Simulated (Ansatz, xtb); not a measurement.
Two structures of FGeH2Si2−

We compare X, a singlet given by its coordinates, with Y, a singlet given by its coordinates. Both are isolated ions in the gas phase, relaxed with PBE-D3(BJ)/def2-SVPD.

X (Å):

```xyz
6

F    -2.4877   -0.3709    1.4606
Ge    1.1457   -0.8179    1.5738
Si   -1.1110   -0.3943    2.4920
Si    0.4540    1.1778    2.5170
H    -1.7651   -1.0421    3.7030
H     0.7457    2.6476    2.8242
```

Close contacts (Å): F1–Si3 1.72, Ge2–Si3 2.47, Ge2–Si4 2.31, Si3–Si4 2.22, Si3–H5 1.52, Si4–H6 1.53.

Y (Å):

```xyz
6

F    -1.2209   -0.8629    1.2604
Ge    1.1181    0.9010    3.5284
Si   -0.9485    0.3837    2.4075
Si    1.6572   -0.8425    2.2294
H    -2.0597    0.0736    3.4028
H    -1.4726    1.5813    1.6248
```

Close contacts (Å): F1–Si3 1.72, Ge2–Si3 2.41, Ge2–Si4 2.24, Si3–Si4 2.89, Si3–H5 1.52, Si3–H6 1.52.

Which of the two would you expect CCSD(T)/def2-SVPD + ΔMP2/def2-TZVPPD electronic energies to favour?

Structure X; the calculation gives E(Y) − E(X) = +3.0 kcal/mol.

The same difference at several levels:

```tsv
level	geometry	E(Y) − E(X) (kcal/mol)	departure from the last row (kcal/mol)	job, with rough time for the two
PBE-D3(BJ)/def2-SVPD	PBE-D3(BJ)/def2-SVPD	+8.2	+5.2	optimisation, 28 s
HF/def2-SVPD	PBE-D3(BJ)/def2-SVPD	+0.9	−2.0	part of the CCSD(T) run
MP2/def2-SVPD	PBE-D3(BJ)/def2-SVPD	+3.7	+0.8	part of the CCSD(T) run
CCSD(T)/def2-SVPD	PBE-D3(BJ)/def2-SVPD	+2.3	−0.7	single point
CCSD(T)/def2-SVPD + ΔMP2/def2-TZVPPD	PBE-D3(BJ)/def2-SVPD	+3.0		single point, 50 s
```

The levels shown agree on the order. The largest departure from CCSD(T)/def2-SVPD + ΔMP2/def2-TZVPPD is that of PBE-D3(BJ)/def2-SVPD, 5.2 kcal/mol. Levels run at GFN2-xTB geometries aren't shown. The last row adds to CCSD(T) the change of the MP2 difference between the two basis sets, here +0.7 kcal/mol.

With harmonic frequencies from PBE-D3(BJ)/def2-SVPD (ideal gas, rigid rotor, one conformer each, 298.15 K, 1 atm): the zero-point term adds +0.7 kcal/mol; ΔH is +3.7 and ΔG +3.2 kcal/mol.

The correlated steps freeze 20 core orbitals; the filled d shell of Ge is correlated, in a basis made for valence electrons. Mirror images aren't counted in ΔG. Run with Ansatz 0.2.0; the last row on 2 threads of Intel(R) Xeon(R) Platinum 8259CL CPU @ 2.50GHz (Skylake/Cascade Lake) on a shared host.
